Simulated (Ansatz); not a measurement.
`[CH3][Ga]([F])[I]` + H₂ → `[F][GaH][I]` + CH₄ at 600 K and 1 bar (hydrogenolysis of a Ga–C bond).

Isolated molecules relaxed with PBE0-D4/def2-TZVP in Ansatz; ΔE leaves out vibrations. CCSD(T)/CBS adds triple-zeta CCSD(T) − MP2 to the extrapolated MP2 energy (def2 sets, frozen cores). This one scheme is used for every species. def2 core potentials past Kr. For Ga, I outer-core shells are correlated without core-valence functions, which leaves a few kJ/mol of doubt a bond. Scalar relativity is left out up to krypton.

| species | CCSD(T)/CBS energy (Eh) | H − E (kJ/mol) | S (J/(mol·K)) |
| --- | --- | --- | --- |
| `[CH3][Ga]([F])[I]` | -2361.14071 | 152.4 | 443.7 |
| H₂ | -1.17544 | 43.9 | 150.8 |
| `[F][GaH][I]` | -2321.86103 | 59.9 | 361.8 |
| CH₄ | -40.46206 | 140.4 | 215.7 |

H − E and S are ideal-gas, rigid-rotor, harmonic terms from PBE0-D4/def2-TZVP, for one conformer and one mirror image of each species. The MP2-based limit puts H₂ 0.8 mEh under its directly extrapolated value; such offsets cancel only in part. 1 Eh = 2625.50 kJ/mol, R = 8.31446 J/(mol·K).

Q: By hand: ΔE, ΔH, ΔS and ΔG.

A: ΔE = (-2321.86103) + (-40.46206) − (-2361.14071) − (-1.17544) = -0.00694 Eh = -18.2 kJ/mol. Δ(H − E) = 59.9 + 140.4 − 152.4 − 43.9 = 4.0, so ΔH = -14.2 kJ/mol. ΔS = 361.8 + 215.7 − 443.7 − 150.8 = -17.0 J/(mol·K). ΔG = -14.2 − 600 × (-17.0)/1000 = -4.0 kJ/mol.

Q: By hand: the equilibrium constant, and the temperature at which ΔG would vanish if ΔH and ΔS stayed fixed.

A: log₁₀ K = −ΔG/(RT ln 10) = 0.3. ΔG = 0 at ΔH/ΔS = 835 K, though so small a ΔS makes that figure unsure.

TΔS isn't small against ΔH here. The sign of ΔG lies within the doubt. A doubt of 5 kJ/mol in ΔE shifts log₁₀ K by 0.4 here. Other conformers and mirror images would add mixing entropy, several J/(mol·K) or more a flexible species. Modes under 60 cm⁻¹, often nearly free rotors, make the harmonic entropy too high. These are equilibria of isolated gas molecules and say nothing of rates. Largest T1 diagnostic: 0.012 (customary marks: 0.02 for closed shells, 0.045 for open ones).
